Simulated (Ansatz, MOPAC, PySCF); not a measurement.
Torsion H3–S1–Ga2–H4 in GaH3S (SMILES [SH][GaH2]); at each angle all else is relaxed with GFN2-xTB, and the levels are single points there.
Geometry at 0° (charge 0, multiplicity 1):
```csv
atom,x (Å),y (Å),z (Å)
S,1.5010,-0.6110,0.4720
Ga,-0.6344,-0.1836,0.1178
H,1.8743,0.3141,-0.4123
H,-1.0574,0.9196,-0.9160
H,-1.7859,-0.9388,0.8582
```

On the grid 0° to 330°, 90° is the highest and 0° the lowest point at CCSD(T)/CBS(def2-TZVPP, def2-QZVPP).

Frozen-core correlation. Filled d and f shells under p-block atoms count as core. CBS(a, b) extrapolates the correlation energy as X⁻³ and adds the Hartree–Fock energy of set b. Rows in 3-21G, 6-31G*, LANL2DZ carry no dispersion term and start afresh at each structure (6-31G* with six Cartesian d functions); the Pople sets are all-electron and without relativity. LANL2DZ brings its own core potentials from Na on. The state that PM3, PM6, PM7 reach isn't checked; PM7 holds dispersion and hydrogen-bond terms.

Programs: Ansatz (a program for electronic structure); MOPAC for PM3, PM6, PM7 (differences of heats of formation); PySCF for 3-21G rows, 6-31G* rows, LANL2DZ rows, the dispersion terms. Values without a source in brackets are computed.

Other levels give for the energy at 90° less that at 0°: PBE/def2-TZVPP 8.92; B3LYP/def2-TZVPP 8.53; B3LYP-D3(BJ)/def2-TZVPP 8.56; wB97M-V/def2-TZVPP 8.21; CCSD(T)/CBS(def2-TZVPP, def2-QZVPP) 7.63 kcal/mol.

**Question.** What do these common cheap choices give for the same quantity: PM3, PM6, PM7, HF/6-31G*, BP86/6-31G*, B3LYP/3-21G, B3LYP/6-31G*, B3LYP/LANL2DZ?

**Answer.** PM3 14.72; PM6 6.83; PM7 2.22; HF/6-31G* 7.71; BP86/6-31G* 9.42; B3LYP/3-21G 9.12; B3LYP/6-31G* 8.98; B3LYP/LANL2DZ 8.78 kcal/mol. They span 2.22 to 14.72 kcal/mol.
